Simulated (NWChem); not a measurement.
System meant: BiHBr2; SMILES [Br][BiH][Br]

NWChem input:

```
start job
memory heap 200 mb stack 900 mb global 1100 mb
geometry units angstroms noautoz
  Bi    -0.722108     0.002914     0.000000
  H     -0.834412    -1.799154     0.000000
  Br     0.938584     0.028600    -2.023093
  Br     0.938584     0.028600     2.023093
end
basis spherical
  Bi library def2-svp
  H library def2-svp
  Br library def2-svp
end
ecp
  Bi library def2-ecp
end
dft
  xc xpbe96 cpbe96
  iterations 4
  mulliken
end
task dft energy
```

End of the output:

```
    Atom       Charge   Shell Charges
 -----------   ------   -------------------------------------------------------
    1 Bi  23    22.59   1.48  0.48  1.12  0.72  4.08  1.68  1.51  1.25  9.31  0.96
    2 H    1     1.08   0.61  0.44  0.03
    3 Br  35    35.17   2.00  2.00  1.96  1.17  0.77  5.99  5.81  2.45  2.99  7.83  2.04  0.15
    4 Br  35    35.17   2.00  2.00  1.96  1.17  0.77  5.99  5.81  2.45  2.99  7.83  2.04  0.15

 center of mass
 --------------
 x =  -0.06908566 y =   0.01325370 z =   0.00000000

 moments of inertia (a.u.)
 ------------------
        2347.719154946716          -0.000000000000           0.000000000000
          -0.000000000000        3230.977511863239           0.000000000000
           0.000000000000           0.000000000000         906.449459778645

     Multipole analysis of the density
     ---------------------------------

     L   x y z        total         alpha         beta         nuclear
     -   - - -        -----         -----         ----         -------
     0   0 0 0     -0.000000    -47.000000    -47.000000     94.000000

     1   1 0 0     -1.332405    -43.409067    -43.409067     85.485728
     1   0 1 0      0.150026      1.006581      1.006581     -1.863136
     1   0 0 1      0.000000      0.000000      0.000000      0.000000

     2   2 0 0    -46.907257   -151.061154   -151.061154    255.215051
     2   1 1 0     -0.060857     -3.082130     -3.082130      6.103404
     2   1 0 1      0.000000      0.000000      0.000000      0.000000
     2   0 2 0    -49.577960    -30.479422    -30.479422     11.380884
     2   0 1 1      0.000000      0.000000      0.000000      0.000000
     2   0 0 2    -52.320849   -537.721405   -537.721405   1023.121960

 ------------------------------------------------------------------------
 dft energy failed                                                                                  0
 ------------------------------------------------------------------------
 ------------------------------------------------------------------------
  current input line :
    22: task dft energy
 ------------------------------------------------------------------------
 ------------------------------------------------------------------------
 This type of error is most commonly associated with calculations not reaching convergence criteria
 ------------------------------------------------------------------------
 For more information see the NWChem manual at https://nwchemgit.github.io

0:dft energy failed:Received an Error in Communication
```

Task: Find the fault in this run and fix the input.

Result: Convergence was not reached. Cause: the SCF was allowed too few iterations. This input runs:
```
start job
memory heap 200 mb stack 900 mb global 1100 mb
geometry units angstroms noautoz
  Bi    -0.722108     0.002914     0.000000
  H     -0.834412    -1.799154     0.000000
  Br     0.938584     0.028600    -2.023093
  Br     0.938584     0.028600     2.023093
end
basis spherical
  Bi library def2-svp
  H library def2-svp
  Br library def2-svp
end
ecp
  Bi library def2-ecp
end
dft
  xc xpbe96 cpbe96
  iterations 150
  mulliken
end
task dft energy
```
It converges to -5362.24810 Ha (PBE/def2-SVP with def2 effective core potentials on Bi).
